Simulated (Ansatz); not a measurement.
Steps of a relaxation of CH$_{8}$BNSi$_{2}$, SMILES `[SiH3]C1BN[SiH2]1` with RKS PBE0-D4/def2-TZVP.

```sh
$ ansatz run in.yaml --threads 4 --pin off --events-out ev --progress --plain --max-ram 10444MiB
```

```yaml
crystal:
  periodic: [false, false, false]
  atoms:
    - {symbol: Si, position_ang: [-1.866253, 0.043114, -0.433272]}
    - {symbol: C, position_ang: [-0.040669, -0.362533, -0.648834]}
    - {symbol: B, position_ang: [0.621871, -1.133298, 0.605997]}
    - {symbol: N, position_ang: [1.528209, -0.187993, 1.155014]}
    - {symbol: Si, position_ang: [1.206238, 0.971701, -0.155972]}
    - {symbol: H, position_ang: [-2.350401, 1.001374, -1.492991]}
    - {symbol: H, position_ang: [-2.719971, -1.196662, -0.507747]}
    - {symbol: H, position_ang: [-2.092810, 0.691002, 0.909752]}
    - {symbol: H, position_ang: [0.102233, -0.849500, -1.635732]}
    - {symbol: H, position_ang: [0.422708, -2.261019, 1.022014]}
    - {symbol: H, position_ang: [2.134318, -0.265563, 1.972243]}
    - {symbol: H, position_ang: [0.698940, 2.315796, 0.301994]}
    - {symbol: H, position_ang: [2.376187, 1.198882, -1.077667]}
basis:
  gaussian: {orbitals: def2-TZVP}
hamiltonian: {xc: pbe0, dispersion: d4}
relax: {f_tol: 0.005, max_steps: 150}
```

Positions (Å) and forces (eV/Å) along the path, 9 of 9 steps:

```xyz
13
step=1 energy=-19081.5115 eV
Si   -1.866    0.043   -0.433    0.051    0.039   -0.004
C    -0.041   -0.363   -0.649    0.036    0.027   -0.100
B     0.622   -1.133    0.606    0.153    0.010    0.144
N     1.528   -0.188    1.155   -0.055    0.144   -0.221
Si    1.206    0.972   -0.156   -0.007   -0.497    0.383
H    -2.350    1.001   -1.493    0.118   -0.219    0.224
H    -2.720   -1.197   -0.508    0.195    0.258    0.018
H    -2.093    0.691    0.910    0.063   -0.148   -0.288
H     0.102   -0.850   -1.636   -0.057    0.235    0.473
H     0.423   -2.261    1.022    0.066    0.436   -0.171
H     2.134   -0.266    1.972   -0.409    0.068   -0.565
H     0.699    2.316    0.302    0.109   -0.300   -0.100
H     2.376    1.199   -1.078   -0.264   -0.053    0.206
13
step=2 energy=-19081.5635 eV
Si   -1.854    0.048   -0.431    0.111   -0.041   -0.015
C    -0.043   -0.363   -0.644   -0.005    0.081   -0.033
B     0.620   -1.131    0.603    0.049    0.083    0.026
N     1.517   -0.185    1.146   -0.050    0.159   -0.208
Si    1.194    0.963   -0.153   -0.027   -0.408    0.273
H    -2.328    0.993   -1.485    0.025   -0.048    0.058
H    -2.696   -1.182   -0.502    0.028    0.065    0.007
H    -2.072    0.687    0.901    0.010   -0.025   -0.071
H     0.101   -0.842   -1.621   -0.027    0.063    0.135
H     0.423   -2.245    1.013    0.024    0.123   -0.056
H     2.118   -0.258    1.953   -0.098    0.019   -0.133
H     0.690    2.293    0.301    0.021   -0.065   -0.026
H     2.351    1.189   -1.066   -0.062   -0.007    0.043
13
step=3 energy=-19081.5726 eV
Si   -1.846    0.045   -0.431    0.016    0.013   -0.002
C    -0.043   -0.361   -0.644   -0.005    0.034    0.021
B     0.618   -1.125    0.601    0.009   -0.003   -0.042
N     1.514   -0.182    1.142   -0.002    0.046   -0.017
Si    1.189    0.952   -0.146   -0.022   -0.067    0.030
H    -2.318    0.989   -1.481   -0.005    0.004   -0.015
H    -2.694   -1.176   -0.499   -0.001   -0.009    0.002
H    -2.064    0.689    0.893    0.000    0.002    0.015
H     0.099   -0.838   -1.616    0.006   -0.017   -0.010
H     0.428   -2.236    1.005   -0.005   -0.016    0.011
H     2.114   -0.251    1.944    0.007   -0.007    0.018
H     0.685    2.278    0.304   -0.006    0.014    0.001
H     2.340    1.181   -1.058    0.008    0.004   -0.013
13
step=4 energy=-19081.5728 eV
Si   -1.844    0.048   -0.430   -0.001   -0.008    0.004
C    -0.043   -0.361   -0.644    0.020   -0.004   -0.011
B     0.622   -1.128    0.597   -0.039    0.010    0.012
N     1.511   -0.181    1.143    0.023    0.009    0.003
Si    1.188    0.950   -0.145   -0.013    0.002    0.005
H    -2.318    0.989   -1.483    0.002    0.001    0.000
H    -2.691   -1.174   -0.495   -0.004   -0.001    0.002
H    -2.060    0.691    0.896    0.002    0.005   -0.002
H     0.098   -0.839   -1.617   -0.003   -0.002   -0.006
H     0.430   -2.238    1.002    0.010   -0.007   -0.006
H     2.108   -0.249    1.948    0.001   -0.008    0.002
H     0.682    2.277    0.302    0.000    0.004   -0.001
H     2.339    1.180   -1.059    0.003    0.000    0.000
13
step=5 energy=-19081.5729 eV
Si   -1.844    0.048   -0.431   -0.004   -0.004    0.000
C    -0.043   -0.361   -0.644    0.003   -0.003   -0.002
B     0.620   -1.127    0.599   -0.004   -0.003   -0.004
N     1.512   -0.181    1.143    0.007    0.007    0.009
Si    1.187    0.950   -0.144    0.002    0.004   -0.006
H    -2.317    0.989   -1.484    0.000   -0.001    0.002
H    -2.692   -1.174   -0.495   -0.002    0.002    0.002
H    -2.060    0.693    0.895    0.001    0.003   -0.003
H     0.099   -0.840   -1.617   -0.001    0.001    0.003
H     0.431   -2.239    1.001    0.002    0.001   -0.002
H     2.111   -0.251    1.947   -0.004   -0.005   -0.001
H     0.681    2.277    0.303   -0.001   -0.002    0.000
H     2.338    1.181   -1.059    0.000    0.001    0.002
13
step=6 energy=-19081.5729 eV
Si   -1.843    0.049   -0.430   -0.003    0.005    0.002
C    -0.043   -0.361   -0.646    0.008   -0.003   -0.002
B     0.621   -1.127    0.596   -0.002   -0.006   -0.001
N     1.509   -0.180    1.144    0.003   -0.005    0.010
Si    1.186    0.950   -0.144   -0.002    0.002    0.005
H    -2.318    0.985   -1.486   -0.001   -0.002    0.000
H    -2.693   -1.173   -0.486    0.001    0.000    0.001
H    -2.055    0.701    0.893    0.000    0.000   -0.002
H     0.098   -0.842   -1.617   -0.001    0.003   -0.006
H     0.436   -2.241    0.995   -0.002   -0.001    0.001
H     2.105   -0.253    1.949    0.002    0.007   -0.005
H     0.678    2.277    0.302    0.000    0.001   -0.002
H     2.340    1.182   -1.055   -0.003   -0.001    0.000
13
step=7 energy=-19081.5730 eV
Si   -1.843    0.049   -0.430    0.002    0.000   -0.001
C    -0.042   -0.361   -0.647    0.002   -0.003    0.005
B     0.621   -1.129    0.595    0.001    0.000    0.003
N     1.508   -0.181    1.145   -0.002    0.001   -0.002
Si    1.186    0.950   -0.143   -0.001   -0.001    0.001
H    -2.320    0.981   -1.489   -0.001   -0.001    0.000
H    -2.693   -1.173   -0.480    0.000    0.000    0.000
H    -2.053    0.706    0.891    0.001    0.002    0.000
H     0.099   -0.840   -1.619   -0.001    0.003   -0.004
H     0.437   -2.243    0.992   -0.001   -0.001   -0.001
H     2.105   -0.253    1.949    0.000    0.000    0.000
H     0.677    2.277    0.303    0.000    0.000    0.000
H     2.340    1.182   -1.053    0.000    0.001   -0.001
13
step=8 energy=-19081.5730 eV
Si   -1.842    0.050   -0.430    0.001   -0.002   -0.002
C    -0.042   -0.361   -0.648    0.000   -0.001    0.003
B     0.621   -1.130    0.593    0.002    0.002    0.003
N     1.506   -0.182    1.146   -0.003    0.001   -0.006
Si    1.185    0.950   -0.141    0.001    0.000    0.000
H    -2.322    0.975   -1.493    0.001    0.000    0.000
H    -2.692   -1.173   -0.471    0.000    0.000    0.002
H    -2.049    0.714    0.888   -0.001    0.000    0.000
H     0.099   -0.838   -1.621   -0.001    0.001   -0.001
H     0.438   -2.245    0.988   -0.001    0.000   -0.001
H     2.103   -0.255    1.950    0.000   -0.002    0.002
H     0.675    2.277    0.305    0.000    0.000    0.001
H     2.340    1.183   -1.050    0.001    0.000   -0.001
13
step=9 energy=-19081.5730 eV
Si   -1.842    0.050   -0.430    0.000   -0.001    0.001
C    -0.042   -0.361   -0.648   -0.001    0.000    0.001
B     0.621   -1.130    0.592    0.001    0.001    0.001
N     1.505   -0.182    1.146   -0.001    0.000   -0.003
Si    1.185    0.951   -0.141    0.000    0.000    0.000
H    -2.322    0.972   -1.496    0.000   -0.001    0.000
H    -2.691   -1.173   -0.466    0.000    0.000   -0.002
H    -2.048    0.718    0.886    0.001    0.001    0.000
H     0.099   -0.837   -1.623    0.000    0.000    0.000
H     0.439   -2.246    0.986    0.000    0.000    0.000
H     2.102   -0.255    1.951    0.000   -0.001    0.001
H     0.675    2.277    0.306    0.000    0.000    0.000
H     2.340    1.184   -1.049    0.000    0.000    0.000
```

Run time 41 s (4 threads of an Arm Neoverse V1 on a shared host); peak host memory 0.62 GiB.
